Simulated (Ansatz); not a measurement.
Geometry optimisation, RKS PBE-D4/6-31G* in Ansatz 0.2.0.

input.yaml

```yaml
crystal:
  periodic: [false, false, false]
  atoms:
    - { symbol: Al, position_ang: [0.190355, 0.540811, -0.469249] }
    - { symbol: O, position_ang: [0.037507, -0.084967, 2.412513] }
    - { symbol: H, position_ang: [-0.928427, -0.190273, 2.538428] }
    - { symbol: Cl, position_ang: [1.916476, -0.343156, -1.245028] }
    - { symbol: F, position_ang: [-1.318979, -0.04953, -0.814234] }
    - { symbol: Cl, position_ang: [0.315569, 2.518237, 0.479347] }
    - { symbol: H, position_ang: [0.169499, 0.899078, 2.474824] }
basis:
  gaussian: { orbitals: "6-31G*" }
hamiltonian:
  xc: pbe
  dispersion: d4
relax:
  f_tol: 0.03
  max_steps: 50
```

Run as:

```bash
$ ansatz run input.yaml --threads 2 --pin off --max-ram 3072MiB --backend cpu --events-out ev --progress --plain --runs-dir out
```

Where does it end, and by what steps?

The forces met the threshold. After 8 steps the energy has fallen by 0.908 eV; H3 moved furthest, 0.56 Å. Joined: Al1–O2 (2.95 → 1.99 Å).

| step | energy less start (eV) | largest force component (eV/Å) | accepted |
| --- | --- | --- | --- |
| 0 | 0.0000 | 1.194 | yes |
| 1 | -0.2495 | 1.168 | yes |
| 2 | -0.5607 | 1.195 | yes |
| 3 | -0.7737 | 1.227 | yes |
| 4 | -0.8568 | 0.409 | yes |
| 5 | -0.8832 | 0.354 | yes |
| 6 | -0.9041 | 0.205 | yes |
| 7 | -0.9070 | 0.059 | yes |
| 8 | -0.9076 | 0.020 | yes |

```xyz
7
Properties=species:S:1:pos:R:3
Al 0.158 0.573 -0.030
O 0.095 0.028 1.883
H -0.774 -0.402 2.045
Cl 1.816 -0.423 -0.875
F -1.372 -0.006 -0.394
Cl 0.340 2.673 0.320
H 0.119 0.846 2.429
```

Whether the end is a true minimum wasn't checked by a vibrational analysis.

Run time: 15 s on 2 threads of AMD EPYC 7B13 (Zen 3), on a shared host, peak memory 0.17 GiB.
